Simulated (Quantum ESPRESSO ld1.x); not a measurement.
The nuclear charge of the thallium ion Tl2+ is varied continuously with 79 electrons held in [Xe] 4f14 5d10 6s1. Method: scalar-relativistic Kohn-Sham, LDA (Slater exchange, VWN5 correlation), spin-unpolarised, spherical densities, point nucleus; computed with ld1.x of Quantum ESPRESSO 7.5. By the Hellmann-Feynman theorem dE/dZ = E(electron-nucleus)/Z, the electronic potential at the nucleus. The scalar-relativistic energy here is not variational (the density holds large components alone), so the two differ by a part that grows with Z.

| Z | E (hartree) | E(electron-nucleus)/Z (hartree) | HOMO | e(HOMO) (eV) | <r> HOMO (bohr) |
|---|---|---|---|---|---|
| 80 | -19611.604 | -610.579 | 6s | -15.107 | 2.493 |
| 80.1 | -19673.295 | -611.772 | 6s | -16.107 | 2.466 |
| 80.2 | -19735.109 | -612.967 | 6s | -17.125 | 2.440 |
| 80.3 | -19797.044 | -614.162 | 6s | -18.158 | 2.415 |
| 80.4 | -19859.103 | -615.358 | 6s | -19.207 | 2.391 |
| 80.5 | -19921.283 | -616.554 | 6s | -20.272 | 2.367 |
| 80.6 | -19983.587 | -617.752 | 6s | -21.352 | 2.344 |
| 80.7 | -20046.013 | -618.950 | 6s | -22.447 | 2.322 |
| 80.8 | -20108.562 | -620.149 | 6s | -23.558 | 2.301 |
| 80.9 | -20171.234 | -621.349 | 6s | -24.683 | 2.280 |
| 81 | -20234.028 | -622.550 | 6s | -25.822 | 2.260 |
| 81.1 | -20296.946 | -623.752 | 6s | -26.976 | 2.240 |
| 81.2 | -20359.987 | -624.955 | 6s | -28.144 | 2.221 |
| 81.3 | -20423.152 | -626.158 | 6s | -29.326 | 2.202 |
| 81.4 | -20486.439 | -627.363 | 6s | -30.522 | 2.184 |
| 81.5 | -20549.850 | -628.568 | 6s | -31.732 | 2.167 |
| 81.6 | -20613.385 | -629.774 | 6s | -32.956 | 2.149 |
| 81.7 | -20677.044 | -630.982 | 6s | -34.193 | 2.132 |
| 81.8 | -20740.826 | -632.190 | 6s | -35.443 | 2.116 |
| 81.9 | -20804.733 | -633.399 | 6s | -36.707 | 2.100 |
| 82 | -20868.763 | -634.609 | 6s | -37.984 | 2.084 |

The central difference of E at Z = 81 is -628.563 hartree, to compare with the third column; the second derivative is -12.3 hartree.
